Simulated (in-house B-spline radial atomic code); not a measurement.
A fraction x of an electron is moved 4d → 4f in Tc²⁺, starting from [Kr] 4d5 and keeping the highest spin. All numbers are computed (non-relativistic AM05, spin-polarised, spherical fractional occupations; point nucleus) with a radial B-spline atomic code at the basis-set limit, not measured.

```tsv
x	E(x) - E(0) (eV)	4d up level (eV)	4f up level (eV)
0	0.0000	-24.064	-
0.125	2.4911	-25.010	-4.843
0.25	5.0476	-25.930	-5.185
0.375	?	?	?
0.5	10.3852	-27.682	-5.724
0.625	13.1674	-28.510	-5.954
0.75	16.0236	-29.308	-6.168
0.875	?	?	?
1	21.9493	-30.812	-6.558
```

(1) What belongs in the row x = 0.375?

(2) What belongs in the row x = 0.875?

(3) Check Janak's theorem between x = 0.125 and 0.25.

Answers

(1) An energy change of 7.6784 eV; 4d up at -26.822 eV, 4f up at -5.471 eV.

(2) An energy change of 18.9516 eV; 4d up at -30.075 eV, 4f up at -6.369 eV.

(3) The slope of the energy is 20.45 eV; the orbital levels give 20.46 eV (ε of the receiving orbital less ε of the emptying one, averaged over the two points).
